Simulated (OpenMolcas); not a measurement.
**Predicting a hybrid from its neighbours: CaF**

CaF: 2 atoms, total charge 0, spin state doublet. As SMILES, `[F][Ca]`. The shape is that of a PBE0-D4/def2-TZVP optimisation.

The electronic atomisation energy y, in eV, basis def2-TZVPP; a is the functional's share of exact exchange. Programs: OpenMolcas 26.06.

```
functional     program     a  y (eV)
  U-revPBE  OpenMolcas     0    5.71
     UTPSS  OpenMolcas     0    5.81
    UB3LYP  OpenMolcas   0.2    5.54
     UPBE0  OpenMolcas  0.25       ?
    UBHLYP  OpenMolcas   0.5    5.10
```

Problem. Fit y = c + s·a to the known rows and predict UPBE0.

Solution. 
1. Means of the 4 rows: a = 0.1750, y = 5.540.
2. Σ(Δa)² = 0.1675, Σ(Δa·Δy) = -0.22, so the slope is -0.22/0.1675 = -1.3134.
3. Intercept: 5.540 − (-1.3134) × 0.1750 = 5.770. The largest residual of the fit is 0.060.
4. UPBE0: 5.770 + (-1.3134) × 0.25 = 5.44 eV.

The run gave 5.54 eV, so the prediction is off by -0.10 eV, more than the scatter of the fit. The rows mix families of semi-local functionals, which the line can't see.
